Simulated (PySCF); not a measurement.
Si(H)3(OH) (H₄OSi), SMILES O[SiH3].

Coordinates come from a B3LYP-D3(BJ)/def2-TZVP optimisation.

The numbers are results of B3LYP-D3(BJ)/def2-TZVP run with PySCF, not measurements.

Frequencies are harmonic and unscaled.

| mode | ν (cm⁻¹) | IR (km/mol) | Raman (Å⁴/amu) | depolarisation | moving atoms (share of kinetic energy) |
|---|---|---|---|---|---|
| 1 | 200 | 108.2 | 1.3 | 0.75 | H 93 % |
| 2 | 686 | 71.7 | 4.2 | 0.73 | H 93 % |
| 3 | 723 | 68.8 | 9.0 | 0.75 | H 84 %, Si 9 % |
| 4 | 838 | 190.7 | 6.7 | 0.27 | O 48 %, H 34 %, Si 18 % |
| 5 | 903 | 12.0 | 7.9 | 0.56 | H 61 %, O 25 %, Si 14 % |
| 6 | 958 | 78.9 | 12.7 | 0.75 | H 96 % |
| 7 | 977 | 99.4 | 10.4 | 0.75 | H 92 % |
| 8 | 1005 | 194.4 | 4.9 | 0.75 | H 88 %, Si 11 % |
| 9 | 2209 | 175.6 | 67.3 | 0.75 | H 96 % |
| 10 | 2215 | 95.9 | 190.4 | 0.08 | H 98 % |
| 11 | 2262 | 100.5 | 123.5 | 0.20 | H 97 % |
| 12 | 3873 | 85.5 | 82.4 | 0.25 | H 94 % |
